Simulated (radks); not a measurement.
Values are calculated unless marked as measured or tabulated.
Task: These are the eigenvalues of the occupied orbitals of an atom or ion with whole-number occupations (eV). Level of theory: Dirac Kohn-Sham, BLYP, spin-unpolarised, spherical densities, finite nucleus; Fermi nuclear charge, rms radius of each element as measured or else 0.836 A^(1/3) + 0.57 fm (a radial shooting solver on a logarithmic mesh with Libxc functionals).

1s1/2: -25363.03
2s1/2: -3770.134
2p1/2: -3507.154
2p3/2: -3331.703
3s1/2: -725.9708
3p1/2: -621.3147
3p3/2: -590.3417
3d3/2: -404.8862
3d5/2: -398.6466
4s1/2: -135.4444
4p1/2: -102.0569
4p3/2: -96.7307
4d3/2: -45.2811
4d5/2: -44.5873

Which element is it, and in what charge state? The configuration may be excited. Open shells, if any, fill j = l - 1/2 first.

Result: Z = 47, silver, charge +3: Ag3+ in [Ar] 3d10 4s1 4p6 4d9. The list shows which subshells hold electrons but not how many an open one holds; the 1s level, -932.07 hartree, gives Z - s = 43.2 by -(Z - s)^2/2, which with screening and relativity narrows Z to a few neighbours, and the depths of the outer levels then fix element, charge and occupations together.
